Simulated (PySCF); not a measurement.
Se(F)(Et) (C2H5FSe), SMILES CC[Se]F. Atoms are numbered in the order given.

```xyz
9

Se     0.0942     0.2477     0.7058
F      1.3150     0.8278    -0.4471
C     -0.5737    -1.1554    -0.4454
C     -1.1208    -0.6447    -1.7624
H     -1.3459    -1.6483     0.1713
H      0.2411    -1.8811    -0.5878
H     -0.3451    -0.0837    -2.3028
H     -1.9793     0.0249    -1.6069
H     -1.4421    -1.4846    -2.3987
```

Coordinates come from a PBE0-D3(BJ)/def2-SVP optimisation. This is a generated structure with no PubChem entry under its InChIKey; it may be hypothetical. The values are those of a single conformer.

Level of theory: PBE/def2-TZVP (PySCF).

Gas-phase values at a fixed geometry.

| Property | Value |
|---|---|
| total energy | -2580.11051 hartree |
| highest occupied level | -5.26 eV |
| lowest empty level | -2.64 eV |
| orbital gap | 2.61 eV |
| dipole moment | 2.38 D |
| quadrupole, principal values (traceless, Buckingham form, about the centre of nuclear charge) | -2.20, -0.58, 2.78 D·Å |
| mean static polarisability | 52.2 bohr³ (7.74 Å³) |
| polarisability, principal values | 44.0, 48.6, 64.0 bohr³ |
